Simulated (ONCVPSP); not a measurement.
Cs: one change to an ONCV potential, before and after

ONCVPSP 4.0.1 input, shortened (lines: element, Z, core and valence counts, functional; n l f; lmax; l rc ep ncon nbas qcut; lloc lpopt rc5 dvloc0; l nproj debl; icmod fcfact rcfact), LDA (Perdew-Wang 92), scalar-relativistic:

```
  Cs 55.00    9    3  -001012      upf
    1    0    2.00
    2    0    2.00
    2    1    6.00
    3    0    2.00
    3    1    6.00
    3    2   10.00
    4    0    2.00
    4    1    6.00
    4    2   10.00
    5    0    2.00
    5    1    6.00
    6    0    1.00
    2
    0    3.10    0.00    4    9    4.20
    1    2.90    0.00    4    8    4.10
    2    2.90    0.06    4    7    3.30
    2    5    2.90    0.00
    0    2    1.10
    1    2    3.20
    2    0    2.30
    1    0.15    0.00
```

In the d channel the program set the typed energies aside and used 0.050 Ha.

Change: p: qcut 2.6.

Cutoffs: the cutoffs (Ha) at which the residual kinetic energy of the hardest occupied pseudo-wave falls to 1 and 0.1 mHa per electron; they do not see the model core or the augmentation charge, which bear on the density cutoff. Errors are all-electron minus pseudo energies relative to the spin-unpolarised reference configuration.

Question: What does the change do?

Answer: The potential gets harder (4.8 Ha and 6.3 Ha → 4.8 Ha and 14 Ha); of the 4 tests that both files solve, the error grows in 0 and shrinks in 1 by more than 15 % and 0.3 meV (median size 2.3 → 1.8 meV); neither file shows a bound ghost.

```csv
quantity,base,changed
"cutoff, loose",4.8 Ha,4.8 Ha
"cutoff, tight",6.3 Ha,14 Ha
loose cutoff by channel,"s 4.8 Ha, p 3.8 Ha","s 4.8 Ha, p 4.1 Ha"
bound ghosts,none,none
GHOST(+) flags under 300 eV,none,none
"error for 5s2 5p6 6s0, meV [ΔE 4.00 eV]",-0.4,-0.4
"error for 5s2 5p6 6s0.5, meV [ΔE 1.55 eV]",-0.1,-0.1
"error for 5s2 5p6 6s0 6p1, meV [ΔE 1.47 eV]",+4.3,+3.1
"error for 5s1 5p6 6s1, meV [ΔE 31.89 eV]",-173,-189
s: phases at 3.14 bohr within 0.05 rad from the reference energy up to (Ha; the scan ends near 5),2.0,2.0
p: phases at 2.94 bohr within 0.05 rad from the reference energy up to (Ha; the scan ends near 5),0.6,0.7
d: phases at 2.94 bohr within 0.05 rad from the reference energy up to (Ha; the scan ends near 5),1.4,1.4
"rms error of d²Exc/dni dnj with the model core, mHa",0.42,0.52
```
